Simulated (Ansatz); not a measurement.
Cost and result for the atomization energy of `[F][GaH][SH]` (5 atoms, 4 bonds).

```xyz
5

F    -1.577   -0.814    0.013
Ga   -0.161   -0.002   -0.634
S     1.289    0.549    0.902
H    -0.076    0.238   -2.160
H     0.525    0.029    1.879
```

Total charge 0; spin multiplicity 1. Correlated methods include outer-core shells of Ga, which these sets cover unevenly. Scalar relativity is left out up to krypton. Geometry: relaxed with PBE0-D4/def2-TZVP. It is one conformer, not always the lowest. Program: Ansatz. Hardware: A = 2 threads of a server CPU on a shared host; B = 2 threads of an AMD EPYC 7R13 on a shared host and a share of an NVIDIA H100 80 GB. Times are those of one run each, without the atoms' runs, and a repeat can differ threefold. Electronic energies, without spin–orbit coupling; frozen cores. CCSD(T)/CBS adds CCSD(T) − MP2 in def2-TZVPP to the MP2 limit, and its time is that of the two runs behind it. T1 = 0.014. With those shells the extrapolation isn't a true limit. B3LYP takes the VWN-RPA correlation (the form of Gaussian; ORCA's B3LYP/G). HSE06 is the plane-wave form, built on full-range PBE exchange.

CCSD(T)/CBS is a level of theory with its own doubt, some kJ/mol a heavy atom from the limit and from the frozen cores, so smaller differences don't rank the functionals.

```json
{"level": "LDA (SPW92)/def2-TZVPP [A]", "functions": "149", "wall time": "1.6 s", "atomization (kJ/mol)": "1651.0", "difference from CCSD(T)/CBS": "211.2", "per bond": "52.8"}
{"level": "PBE0-D4/def2-TZVPP [A]", "functions": "149", "wall time": "3.1 s", "atomization (kJ/mol)": "1409.4", "difference from CCSD(T)/CBS": "-30.4", "per bond": "-7.6"}
{"level": "BHLYP-D4/def2-TZVPP [A]", "functions": "149", "wall time": "3.3 s", "atomization (kJ/mol)": "1362.1", "difference from CCSD(T)/CBS": "-77.7", "per bond": "-19.4"}
{"level": "B3LYP-D4/def2-TZVPP (with forces) [A]", "functions": "149", "wall time": "3.5 s", "atomization (kJ/mol)": "1404.1", "difference from CCSD(T)/CBS": "-35.7", "per bond": "-8.9"}
{"level": "HSE06-D4/def2-TZVPP [A]", "functions": "149", "wall time": "3.6 s", "atomization (kJ/mol)": "1410.2", "difference from CCSD(T)/CBS": "-29.6", "per bond": "-7.4"}
{"level": "CCSD(T)/def2-SVP [A]", "functions": "74", "wall time": "3.6 s", "atomization (kJ/mol)": "1335.4", "difference from CCSD(T)/CBS": "-104.4", "per bond": "-26.1"}
{"level": "CAM-B3LYP-D4/def2-TZVPP [A]", "functions": "149", "wall time": "4 s", "atomization (kJ/mol)": "1420.9", "difference from CCSD(T)/CBS": "-18.9", "per bond": "-4.7"}
{"level": "r2SCAN-D4/def2-TZVPP (with forces) [A]", "functions": "149", "wall time": "5.5 s", "atomization (kJ/mol)": "1443.1", "difference from CCSD(T)/CBS": "3.3", "per bond": "0.8"}
{"level": "B97M-V/def2-TZVPP [A]", "functions": "149", "wall time": "6.5 s", "atomization (kJ/mol)": "1448.7", "difference from CCSD(T)/CBS": "8.9", "per bond": "2.2"}
{"level": "ωB97M-V/def2-TZVPP (with forces) [A]", "functions": "149", "wall time": "9.1 s", "atomization (kJ/mol)": "1429.3", "difference from CCSD(T)/CBS": "-10.5", "per bond": "-2.6"}
{"level": "CCSD(T)/def2-QZVPP [B]", "functions": "276", "wall time": "17 s", "atomization (kJ/mol)": "1433.2", "difference from CCSD(T)/CBS": "-6.6", "per bond": "-1.6"}
{"level": "CCSD(T)/def2-TZVPP [A]", "functions": "149", "wall time": "28 s", "atomization (kJ/mol)": "1405.9", "difference from CCSD(T)/CBS": "-33.9", "per bond": "-8.5"}
{"level": "CCSD(T)/CBS(def2)", "functions": "–", "wall time": "44 s", "atomization (kJ/mol)": "1439.8", "difference from CCSD(T)/CBS": "0.0", "per bond": "0.0"}
```

In def2-TZVPP, CCSD(T) changes the Hartree–Fock value by +391.8 kJ/mol (the triples alone add +25.8 kJ/mol) and MP2 by +427.6 kJ/mol; breaking electron pairs costs correlation energy, which Hartree–Fock lacks. At CCSD(T), def2-SVP lies −104.4 kJ/mol from the extrapolated value and def2-TZVPP −33.9 kJ/mol: correlation converges slowly with the basis, and small sets miss more of it in the bonded molecule than in its fragments. Leaving LDA and LC-ωPBE aside and taking each functional with its dispersion term where it has one, the values spread over 86.6 kJ/mol, from BHLYP-D4 to B97M-V. LDA lies +220.3 kJ/mol from PBE without D4, its usual overbinding.
